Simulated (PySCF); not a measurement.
C₂H₅S, SMILES [CH2]SC, multiplicity 2. Geometry optimised at PBE-D3(BJ)/def2-TZVP. The isomer is the one that the SMILES or the coordinates give; other isomers of the formula were not compared.

The numbers are results of PBE-D3(BJ)/def2-TZVP (PySCF), not measurements.

Harmonic wavenumbers (cm⁻¹): 135, 182, 289, 348, 697, 845, 864, 925, 993, 1292, 1352, 1410, 1427, 2975, 3056, 3080, 3097, 3219. Rotational constants (GHz): 20.84, 8.090, 6.063; symmetry number 1.

Problem. Work out the zero-point energy and the ideal-gas rigid-rotor harmonic-oscillator thermochemistry at 298.15 K and 1 atm.

Solution. ZPE = ½ Σ hcν = ½ × 26184 cm⁻¹ = 37.43 kcal/mol. H − E(el) = 41.32 kcal/mol. Entropy in cal/(mol K): translation 38.25, rotation 23.27, vibration 8.79, spin 1.38, total 71.68. G − E(el) = 19.95 kcal/mol. Cp = 18.30 cal/(mol K). Modes under 150 cm⁻¹ make the vibrational entropy uncertain.
